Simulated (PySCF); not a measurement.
## Magnetisability: `CN(C)c1snnc1[SiH3]`, C₄H₉N₃SSi

Geometry (Å), atoms numbered from 1 in this order:
```xyz
18

C    -1.0447   -1.3247    0.2706
N    -1.0003    0.1182    0.2070
C    -2.2938    0.7576    0.1742
C     0.0483    0.7732   -0.3460
S    -0.1617    2.2978   -1.1582
N     1.4886    2.4171   -1.4267
N     2.1179    1.4342   -0.9796
C     1.4126    0.4741   -0.3618
Si    2.4394   -0.8932    0.4057
H    -0.0508   -1.7411    0.1462
H    -1.4400   -1.6334    1.2404
H    -1.6955   -1.7251   -0.5155
H    -2.7360    0.7422   -0.8297
H    -2.9590    0.2388    0.8629
H    -2.1981    1.7958    0.4922
H     1.9120   -1.1841    1.7450
H     2.3361   -2.1136   -0.4086
H     3.8163   -0.4275    0.4702
```

Computed with PySCF, GIAO PBE/pcSseg-1 magnetisability, rotational g tensor and spin-rotation constants, non-relativistic, gas phase. Geometry: GFN2-xTB.

Task: How diamagnetic is it, and how anisotropic?

Result: Isotropic -1457 × 10⁻³⁰ J/T², or -87.8 × 10⁻⁶ cm³/mol; principal values -1907, -1301, -1163 × 10⁻³⁰ J/T², anisotropy 685 × 10⁻³⁰ J/T² (root of half the summed squared differences of the principal values). The susceptibility is in cgs units.

Task: Split it along the inertial axes a, b, c into diamagnetic and paramagnetic parts about the centre of mass, with the quadrupole moment.

Result: 
```csv
axis,χ (10⁻⁶ cm³/mol),diamagnetic (10⁻⁶ cm³/mol),paramagnetic (10⁻⁶ cm³/mol),summed x² of all electrons (Å²),quadrupole Θ (D Å)
a,-71.7,-968.3,896.6,242.7,+6.48
b,-77.1,-1132.6,1055.5,204.0,-4.97
c,-114.5,-1895.3,1780.8,24.2,-1.51
```
Anisotropies 2χaa − χbb − χcc = +48.1 and 2χbb − χaa − χcc = +32.0 × 10⁻⁶ cm³/mol. Θ is traceless in Buckingham's convention.

Task: And the rotational g tensor?

Result: 
| axis | rotational constant (GHz) | g | nuclear part | electronic part |
| --- | --- | --- | --- | --- |
| a | 1.4316 | -0.0372 | 0.5659 | -0.6030 |
| b | 1.2068 | -0.0245 | 0.5740 | -0.5984 |
| c | 0.6755 | -0.0025 | 0.5627 | -0.5652 |

Asymmetric top; isotopes 12C, 1H, 14N, 32S, 28Si; no vibrational averaging.
